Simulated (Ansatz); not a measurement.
Pulling on the Ge1–Cl3 bond in ClGeH (SMILES [Cl][GeH]) (multiplicity 1 held, fragments rigid). Energies count from the point at 2.207 Å.
Geometry at that point (charge 0, multiplicity 1):
```xyz
3

Ge     0.52862    -0.16249     0.50490
H      1.62035    -0.38333    -0.65158
Cl    -1.09037     0.32841    -0.91207
```

Signs of static correlation in def2-SVP, with CASSCF(6,4), from Ansatz (a quantum-chemistry and plane-wave program) runs.

```tsv
R (Å)	T1 of restricted CCSD	⟨S²⟩ of UHF	largest double amplitude of restricted CCSD	weight of the CASSCF reference in MRCISD	CASSCF natural occupations
1.765	0.011	0.007	0.075	0.914	2.00 2.00 1.97 0.03
1.986	0.013	0.023	0.075	0.912	2.00 2.00 1.97 0.03
2.207	0.016	0.016	0.072	0.908	2.00 2.00 1.98 0.02
2.427	0.019	0.000	0.066	0.907	2.00 2.00 1.98 0.03
2.648	0.022	0.000	0.062	0.907	2.00 2.00 1.96 0.04
2.979	0.029	0.000	[?]	0.907	2.00 2.00 1.92 0.08
3.310	0.040	0.653	[?]	0.908	2.00 2.00 1.85 0.15
3.862	0.080	0.945	0.334	0.909	2.00 2.00 1.59 0.41
4.414	0.140	1.002	0.627	0.909	2.00 2.00 1.29 0.71
5.076	0.202	1.017	1.036	0.909	2.00 2.00 1.11 0.89
5.958	0.234	1.017	1.324	0.909	2.00 2.00 1.02 0.98
7.062	0.228	1.017	1.349	0.909	2.00 2.00 1.00 1.00
```

### Question
Some entries are withheld; supply them.

### Answer

- 2.979, largest double amplitude of restricted CCSD: 0.106
- 3.310, largest double amplitude of restricted CCSD: 0.179

Doubts at one or more of the structures used: active orbitals that take no part (SC-NEVPT2 on CASSCF(6,4)/def2-SVP); a restricted determinant that unrestricted orbitals would lower (R-CCSD(T)/def2-SVP); T1 above 0.05 (R-CCSD(T)/def2-SVP, U-CCSD(T)/def2-SVP); other coupled-cluster roots lie near (R-CCSD(T)/def2-SVP); a spin-contaminated determinant (U-CCSD(T)/def2-SVP); the program's own flag: lower state (U-CCSD(T)/def2-SVP).
